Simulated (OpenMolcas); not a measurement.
**Ni⁷⁺: Racah parameters, the spin-orbit constant, worked from levels**

```yaml
Program: OpenMolcas
Basis: ANO-RCC-VQZP [7s6p4d3f2g1h]
Scalar_Hamiltonian: DKH2, point nucleus
Active_space: 3 electrons in 5 orbitals (3d)
State_averaging: 2S+1 = 4 even, 10 roots; 2S+1 = 2 even, 40 roots
Spin-orbit_coupling: RASSI with atomic mean-field integrals over the reference wave functions, term energies averaged over their components
```

Methods: CASSCF; MS-CASPT2, IPEA 0.25 Eh, imaginary shift 0.1 Eh (closed shells correlated: 3s 3p). Measured levels: Corliss and Sugar, J. Phys. Chem. Ref. Data 10, 197 (1981).

**Racah parameters.** Above ⁴F, d3 has ⁴P at 15B, ²G at 4B + 3C and ²H at 9B + 3C. The first two fix B and C, and the third tests them; where it misses by thousands of cm-1, two parameters do not describe the configuration (Trees and configuration-interaction terms are left out) and B and C hang on the terms chosen. Term energies are centres of gravity, weighted by 2J + 1.

```
   Source     ⁴P     ²G     B     C   C/B  ²H from B, C  ²H found
   CASSCF  27012  27949  1801  6915  3.84         36954     37235
MS-CASPT2  22872  24831  1525  6244  4.09         32457     35069
```

Energies in cm-1. From CASSCF to MS-CASPT2, B changes by -15.3 % and C by -9.7 %.

**The spin-orbit constant.** For the Hund term ⁴F of d3, E(J) = (A/2) J(J+1) + constant and ζ = 2S·A = 3A. From J = 3/2 to J = 9/2 the energy changes by 10.5 A.

| Source | E(9/2) - E(3/2) | A | ζ |
| --- | --- | --- | --- |
| CASSCF | 3699.0 | 352.3 | 1057 |
| MS-CASPT2 | 3705.9 | 352.9 | 1059 |
| measured | 3721.0 | 354.4 | 1063 |

All in cm-1. MS-CASPT2 is off by -0.4 % and CASSCF by -0.6 %. Both methods take the spin-orbit matrix elements from the reference wave functions, so the second can move ζ only through the term energies and any multistate remixing. Second-order mixing with other terms is absorbed into this ζ.

CASPT2 breaks the degeneracy within a term, and the mean is taken; among the terms shown or strongly mixed into the levels shown the widest spread is 880 cm-1 (3d³ ⁴F, MS-CASPT2). Without dynamic correlation excited terms often stand tens of per cent too high (terms of higher spin than the ground term too low), and those without a measured partner can miss by more than the paired ones (holds for CASSCF). Computed and measured levels are paired by configuration, term and J; levels that our copy of the source lacks, or whose pairing is in doubt (as where it misses far off the trend of its configuration), stay unpaired and out of the deviations. Only configurations of the active space appear.
